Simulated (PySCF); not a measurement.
Compound: C₄H₉NSi₂ (charge +1 and doublet state).
Cartesian coordinates in Å at the GFN2-xTB level; atoms count from 1:
```xyz
16
C4H9NSi2 angstrom
C      2.890    0.451   -1.267
C      2.301    0.282   -0.228
Si     1.437    0.019    1.366
Si    -1.011    0.436    0.611
N     -1.049    1.994   -0.054
C     -1.098   -0.905   -0.694
C     -1.650   -2.097   -0.509
H      3.413    0.597   -2.171
H      1.669    1.077    2.341
H      1.431   -1.362    1.829
H     -1.774    0.376    1.848
H     -1.251    2.830    0.470
H     -0.856    2.202   -1.020
H     -0.672   -0.666   -1.661
H     -1.702   -2.826   -1.302
H     -2.087   -2.399    0.429
```

The hyperfine couplings belong to this conformer and change with its torsions.

Identity: `C#C[SiH2][Si@@H]([NH2+])C=C` [radical] (charge +1).

The calculation used PySCF 2.14.0, UKS B3LYP, pcH-1 on C H N Si, non-relativistic, mean-field spin-orbit, GIAO. Geometry: GFN2-xTB, one conformer, isolated ion. Couplings are sensitive to structure, and on GFN2-xTB geometries they can be far from those on DFT ones, by a factor of two or more for some ions and for spin on atoms past the first row. No stability test was run, so a lower SCF solution isn't excluded.

(1) Predict the first-order ENDOR lines of N5, H11, H9, H10, H13, H12, H15, H8, H14 and H16 under fast tumbling at B = 334.3 mT (X band).

(2) Which pairs are centred on the nuclear Larmor frequency, and which on half the coupling?

(3) At what field would the lower line of H15 fall to zero frequency?

Answers

(1) For S = 1/2 in fast tumbling each set of equivalent nuclei gives two lines, ν± = |νn ± a/2| to first order, with νn = g_N μN B/h and μN/h = 7.62259 MHz/T.

| nuclei | isotope | g_N | νn (MHz) | a_iso (MHz) | lower line (MHz) | upper line (MHz) |
| --- | --- | --- | --- | --- | --- | --- |
| N5 | 14N | 0.4038 | 1.03 | 11.87 | 4.91 | 6.96 |
| H11 | 1H | 5.5857 | 14.23 | 87.65 | 29.59 | 58.06 |
| H9 | 1H | 5.5857 | 14.23 | 48.55 | 10.04 | 38.51 |
| H10 | 1H | 5.5857 | 14.23 | 43.25 | 7.39 | 35.86 |
| H13 | 1H | 5.5857 | 14.23 | -17.25 | 5.61 | 22.86 |
| H12 | 1H | 5.5857 | 14.23 | -17.23 | 5.62 | 22.85 |
| H15 | 1H | 5.5857 | 14.23 | 9.70 | 9.38 | 19.08 |
| H8 | 1H | 5.5857 | 14.23 | -9.22 | 9.63 | 18.84 |
| H14 | 1H | 5.5857 | 14.23 | 2.56 | 12.95 | 15.52 |
| H16 | 1H | 5.5857 | 14.23 | 1.87 | 13.30 | 15.17 |

(2) Centred on νn, since |a| < 2νn: H13, H12, H15, H8, H14 and H16. Centred on |a|/2 and split by 2νn: N5, H11, H9 and H10.

(3) Where νn = |a|/2, that is B = 4.85 MHz/(5.5857 × 7.62259 MHz/T) = 114 mT, as far as first order holds there.

H12 and H13 aren't averaged: N5 is flat or nearly so (angle sum 360°), and its turn about the short N5–Si4 bond (1.69 Å) is taken as slow.

The largest Mulliken spin populations are on Si3 (+0.35), N5 (+0.25), Si4 (+0.13) and C1 (+0.13).

The SMILES draws the unpaired electron on N5; the largest computed Mulliken spin population is on Si3 (0.35 against 0.25).
